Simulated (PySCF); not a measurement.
NICS in isomers of C6H11N3.

Probes without a nucleus sit at each ring's centroid and 1 Å off its mean plane on both sides; NICS is minus the shielding there, NICSzz its component along the normal. Level: GIAO PBE0/pcSseg-1 (PySCF, non-relativistic, gas phase) on the GFN2-xTB geometries, one conformer each. Atom numbers follow the mapped SMILES.

Question: Order these rings by mean NICS(1)zz, lowest (most negative) first (ppm).
A. ring N4–C5–C6–N8–N9 in `[CH3:1][CH2:2][CH2:3][n:4]1[cH:5][c:6]([CH3:7])[n:8][n:9]1`
B. ring N3–N4–C5–C7–N9 in `[CH3:1][CH2:2][n:3]1[n:4][c:5]([CH3:6])[c:7]([CH3:8])[n:9]1`
C. ring N5–N6–C7–C8–N9 in `[CH3:1][C:2]([CH3:3])([CH3:4])[n:5]1[n:6][cH:7][cH:8][n:9]1`
D. ring C4–N5–N6–C7–N8 in `[CH3:1][CH:2]([CH3:3])[c:4]1[n:5][n:6][cH:7][n:8]1[CH3:9]`

Answer: C (-34.2), A (-32.1), B (-30.5), D (-29.3).

| SMILES | ring | NICS(0) | NICS(1) | NICS(1)zz | HOMA | rms pucker (Å) | ring atoms with four or more neighbours |
| --- | --- | --- | --- | --- | --- | --- | --- |
| CC(C)(C)n1nccn1 | 5-membered ring with 3 N; formal bonds all aromatic | -13.8 | -13.7 | -34.2 | 0.99 | 0.00 | 0 |
| CCCn1cc(C)nn1 | 5-membered ring with 3 N; formal bonds all aromatic | -12.2 | -12.8 | -32.1 | 0.96 | 0.00 | 0 |
| CCn1nc(C)c(C)n1 | 5-membered ring with 3 N; formal bonds all aromatic | -12.0 | -12.8 | -30.5 | 0.97 | 0.00 | 0 |
| CC(C)c1nncn1C | 5-membered ring with 3 N; formal bonds all aromatic | -11.2 | -11.3 | -29.3 | 0.89 | 0.00 | 0 |

NICS(0) gives the same order. The isotropic NICS(1) ties some rings at the printed digit and otherwise keeps the order. Over the 4 rings with a HOMA value its correlation coefficient with NICS(1)zz is -0.81. HOMA uses Krygowski's 1993 parameters. NICS(1) and NICS(1)zz are means over the two faces.
